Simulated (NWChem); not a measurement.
Species: SiH3O cation; SMILES [OH+]=[SiH2]

```xyz
5

O     -0.1516    -1.0894     0.0000
Si    -0.0505     0.4951     0.0000
H      0.5695    -1.7460     0.0000
H      1.2551     1.1754     0.0000
H     -1.3552     1.1623     0.0000
```
Atoms are numbered in this order, from 1.

Geometry: optimised at B3LYP/6-31G* (spherical d).

 Unshifted, non-relativistic core excitations; the lowest 4 roots alone, so stronger bands may lie above.

Question: List the first Si K-edge excitations from B3LYP/6-311G** (spherical d), restricted-window TDA (NWChem).

Answer: 
| state | energy (eV) | dipole oscillator strength | leading excitation (squared amplitude) |
|---|---|---|---|
| S1 | 1796.2 | 0.0079 | 1s of atom 2 or its equivalents → LUMO (0.99) |
| S2 | 1799.3 | 0.0004 | 1s of atom 2 or its equivalents → LUMO+1 (0.99) |
| S3 | 1800.1 | 0.0026 | 1s of atom 2 or its equivalents → LUMO+2 (0.98) |
| S4 | 1802.7 | 0.0032 | 1s of atom 2 or its equivalents → LUMO+3 (0.79) |
